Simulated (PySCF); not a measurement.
Working out the ionisation energy of Ti

Ti [Ar] 3d2 4s2 (3F) → Ti⁺ [Ar] 3d2 4s1 (4F). All numbers are calculated (PySCF 2.14, scalar relativity by spin-free X2C-1e, in cc-pVDZ-DK). Frozen: [Ar]. Energies in hartree (1 hartree = 27.21139 eV):

| part | Ti (lower) | Ti⁺ (upper) |
| --- | --- | --- |
| UHF | -852.744636 | -852.540151 |
| MP2 opposite-spin | -0.027016 | 0.000000 |
| MP2 same-spin | -0.007984 | -0.008124 |

Task: What does Hartree-Fock give?

Result: (-852.540151) − (-852.744636) = 0.204485 hartree = 5.564 eV.

Task: What do MP2 and SCS-MP2 (6/5 opposite-spin, 1/3 same-spin) give?

Result: The opposite-spin parts differ by 0.735 eV and the same-spin parts by -0.004 eV. MP2: 5.564 + (0.735) + (-0.004) = 6.295 eV. SCS-MP2: 5.564 + 1.2 × (0.735) + (-0.004)/3 = 6.445 eV.

Measured between the centres of the two terms (NIST): 6.828 eV, so MP2 (valence) is off by -0.533 eV.

A double-zeta basis recovers only part of the correlation energy.

What remains against the reference includes basis incompleteness, the frozen core and correlation beyond second order.
